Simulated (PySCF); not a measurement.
CH₃FOSi, SMILES CO[Si]F (connectivity only; charge and spin as stated), neutral, multiplicity 1. Atoms are numbered in the order given.

```xyz
7

Si     0.6031    -0.8801     0.0000
F     -1.0259    -1.1649     0.0000
O      0.6392     0.7768     0.0000
C     -0.3941     1.7551     0.0000
H     -1.3894     1.2852     0.0000
H     -0.2850     2.3878    -0.8941
H     -0.2850     2.3878     0.8941
```
Charge 0, spin multiplicity 1.

Geometry: TPSSh-D3(BJ)/def2-SVP. The values are those of a single conformer.

Method: PBE0/pcSseg-1 in PySCF.

GIAO shieldings, no solvent; atoms alike by connectivity are averaged. δ = σ(ref) − σ: ²⁹Si against TMS (σ = 352.7 ppm); ¹⁹F against CFCl3 (σ = 167.2 ppm); ¹⁷O against H2O (σ = 334.2 ppm); ¹³C against TMS (σ = 186.3 ppm); ¹H against TMS (σ = 31.56 ppm), references at their B3LYP-D3(BJ)/def2-TZVP geometries, non-relativistic.

```csv
nucleus,atoms,count,δ (ppm)
²⁹Si,Si1,1,37.7
¹⁹F,F2,1,5.1
¹⁷O,O3,1,176.8
¹³C,C4,1,54.0
¹H,"H5, H6, H7",3,4.35
```
